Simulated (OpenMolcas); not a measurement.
**S II: RASPT2 settings compared**

| Property | Result |
| --- | --- |
| Program | OpenMolcas 26.06 |
| Basis | ANO-L-VQZP [6s5p3d2f] |
| Scalar Hamiltonian | non-relativistic, point nucleus |
| Active space | 5 electrons in 9 orbitals (RAS2 3s 3p; RAS3 3d, at most 2 electrons) |
| State averaging | 2S+1 = 4 odd, 1 root; 2S+1 = 2 odd, 8 roots; 2S+1 = 4 even, 3 roots; 2S+1 = 2 even, 5 roots (0 in the spin-orbit step) |
| Spin-orbit coupling | RASSI with atomic mean-field integrals over the reference wave functions, term energies averaged over their components |

Methods on the same reference wave functions:
A. RASSCF
B. SS-RASPT2, IPEA 0.6 Eh, no level shift (closed shells correlated: none)
C. SS-RASPT2, IPEA 0.35 Eh, imaginary shift 0.15 Eh (closed shells correlated: 2s 2p)
D. SS-RASPT2, IPEA 0.4 Eh, no level shift (closed shells correlated: 2s 2p)

Energies in cm-1 above 3s2 3p3 4S* 3/2, the measured ground level; measured values from NIST Handbook of Basic Atomic Spectroscopic Data.

```
          Level      A      B      C      D  Measured
3s2 3p3 4S* 3/2    0.0    0.0    0.0    0.0       0.0
3s2 3p3 2D* 3/2  18159  15613  15422  15439     14853
3s2 3p3 2D* 5/2  18180  15634  15443  15460     14885
3s2 3p3 2P* 1/2  28351  25707  25442  25467     24525
3s2 3p3 2P* 3/2  28367  25723  25459  25483     24572
  3s 3p4 4P 5/2  78726  78393  78515  78523     79395
  3s 3p4 4P 3/2  79048  78715  78837  78845     79757
  3s 3p4 4P 1/2  79241  78908  79031  79038     79963
```

Deviations, from unrounded energies. A percentage is the sum of absolute deviations over the sum of measured energies, with the sign that they share, or ± where signs differ.

| Against measurement | Levels | A | B | C | D |
| --- | --- | --- | --- | --- | --- |
| mean absolute deviation (cm-1) | 7 | 2300 | 990 | 810 | 820 |
| other terms of the ground configuration (%) | 4 | +18.0 | +4.9 | +3.7 | +3.8 |
| other configurations (%) | 3 | -0.9 | -1.3 | -1.1 | -1.1 |

C, D lie about equally close to measurement and A furthest from it. The largest miss of C in the table is 3s 3p4 4P 1/2, by -930 cm-1. The ranking rests on the paired levels alone, and a cruder setting can come out closer through cancelling errors.

Among B to D the level of the table that moves most is 3s2 3p3 2P* 1/2, by 260 cm-1 (lowest in C, highest in B).

From A to B the spin-free energies of the other terms of 3s2 3p3 shown, above 4S*, scale by factors of 0.86 to 0.91.

The lowest spin-free term lies below A's lowest term by 0.029 hartree in B, 0.067 hartree in C, 0.067 hartree in D.

Active for correlation alone: 3d; no level in the range computed is led by a configuration that fills it, so any true level of that kind is missing. Some terms mix strongly with configurations of 3d, whose occupation reaches 0.19 (3s 3p4 4P). Without dynamic correlation excited terms often stand tens of per cent too high (terms of higher spin than the ground term too low), and those without a measured partner can miss by more than the paired ones (holds for A). Measured partners are found by configuration, term and J. A level has none where our copy of the source lacks it or the pairing is in doubt (some pairs that miss far off the trend of their configuration count as doubtful), and it then counts in no deviation. Levels of configurations outside the active space are missing.

* marks odd parity.
